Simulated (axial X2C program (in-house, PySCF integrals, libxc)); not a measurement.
# Outer orbitals of SnO⁺ at 1.980 Å, PBE0

Computed with an in-house relativistic program for diatomic molecules. Spin-free means the one-electron spin-free X2C Hamiltonian; two-component (2c) means X2C with spin–orbit coupling and atomic mean-field two-electron Coulomb and Gaunt terms, so the difference of the two also holds small scalar two-electron terms. Basis: Sn dyall-cv3z [11s12p9d4f1g], O dyall-av3z [7s6p3d2f] (cores contracted in-house); Gaussian nuclei, density fitting, unrestricted open shells. Masses: Sn 119.902 u, O 15.995 u.

The distance is close to the 2c PBE0 minimum; the highest filled and lowest empty levels are listed.

Spin-free orbitals, state M_S = 1/2, Λ = 1 (beyond evenly filled blocks: π+α, π+β, π-α) (Löwdin shares):

```json
{"symmetry": "σα", "occupied": "yes", "ε (eV)": "-32.95", "atomic character": "76% O s, 13% Sn d, 5% Sn p"}
{"symmetry": "σβ", "occupied": "yes", "ε (eV)": "-30.88", "atomic character": "78% O s, 8% Sn d, 6% Sn p"}
{"symmetry": "σα", "occupied": "yes", "ε (eV)": "-19.58", "atomic character": "51% Sn s, 40% O p, 6% O s"}
{"symmetry": "σβ", "occupied": "yes", "ε (eV)": "-19.32", "atomic character": "55% Sn s, 34% O p, 7% O s"}
{"symmetry": "π-α", "occupied": "yes", "ε (eV)": "-16.92", "atomic character": "91% O p, 4% Sn p, 2% Sn d"}
{"symmetry": "π+α", "occupied": "yes", "ε (eV)": "-16.92", "atomic character": "91% O p, 4% Sn p, 2% Sn d"}
{"symmetry": "σα", "occupied": "yes", "ε (eV)": "-15.47", "atomic character": "50% O p, 24% Sn s, 21% Sn p"}
{"symmetry": "σβ", "occupied": "yes", "ε (eV)": "-15.00", "atomic character": "55% O p, 23% Sn p, 18% Sn s"}
{"symmetry": "π+β", "occupied": "yes", "ε (eV)": "-14.89", "atomic character": "85% O p, 10% Sn p, 3% Sn d"}
{"symmetry": "π-β", "occupied": "no", "ε (eV)": "-11.39", "atomic character": "66% O p, 30% Sn p"}
{"symmetry": "π+α", "occupied": "no", "ε (eV)": "-9.20", "atomic character": "85% Sn p, 8% O p, 4% O d"}
{"symmetry": "π-α", "occupied": "no", "ε (eV)": "-9.20", "atomic character": "85% Sn p, 8% O p, 4% O d"}
{"symmetry": "π+β", "occupied": "no", "ε (eV)": "-9.06", "atomic character": "80% Sn p, 12% O p, 4% O d"}
```

Spinors with spin–orbit coupling (state Ω = 3/2):

```tsv
ω	occupied	ε (eV)	atomic character	λ mixture
1/2	yes	-32.99	75% O s, 14% Sn d, 5% Sn p	100% σ
-1/2	yes	-30.90	78% O s, 8% Sn d, 6% Sn p	100% σ
1/2	yes	-19.58	50% Sn s, 41% O p, 6% O s	100% σ
-1/2	yes	-19.32	55% Sn s, 34% O p, 7% O s	100% σ
-1/2	yes	-16.99	91% O p, 5% Sn p, 2% Sn d	100% π
3/2	yes	-16.96	91% O p, 4% Sn p, 2% Sn d	100% π
1/2	yes	-15.49	50% O p, 24% Sn s, 21% Sn p	100% σ
-1/2	yes	-15.02	54% O p, 23% Sn p, 18% Sn s	100% σ
1/2	yes	-14.92	84% O p, 11% Sn p, 3% Sn d	100% π
-3/2	no	-11.34	69% O p, 27% Sn p	100% π
-1/2	no	-9.36	85% Sn p, 8% O p, 4% O d	100% π, 0% σ
1/2	no	-9.22	79% Sn p, 13% O p, 4% O d	100% π, 0% σ
3/2	no	-9.01	85% Sn p, 7% O p, 4% O d	100% π
```

(1) How does the gap between the highest filled and lowest empty level change from the spin-free to the 2c table?

Mulliken charges and populations of the two-component result (they depend on the basis, above all on diffuse functions):

Sn 1.44 e (s 9.91 p 18.59 d 20.04 f 0.02), O -0.44 e (s 4.02 p 4.40 d 0.03). ⟨Lz⟩ = 1.00 ħ and ⟨Sz⟩ = 0.50 ħ (-0.03 and 0.53 on the two atoms), which add up to Ω.

The state is a single determinant with fixed occupations, the lowest that a limited PBE0 search found. Density functionals use the spin component along the axis (collinear). PBE0 can misorder states that lie within some tenths of an eV, so this need not be the ground state of the molecule. The nearest other spin-free determinant of the search, M_S = 1/2, Λ = 0, lies 0.38 eV up at the distance of the search. The functionals have no current-density term, which raises determinants with orbital currents, atoms included.

## Answers

(1) From 3.50 to 3.58 eV at PBE0, a change of 0.08 eV.
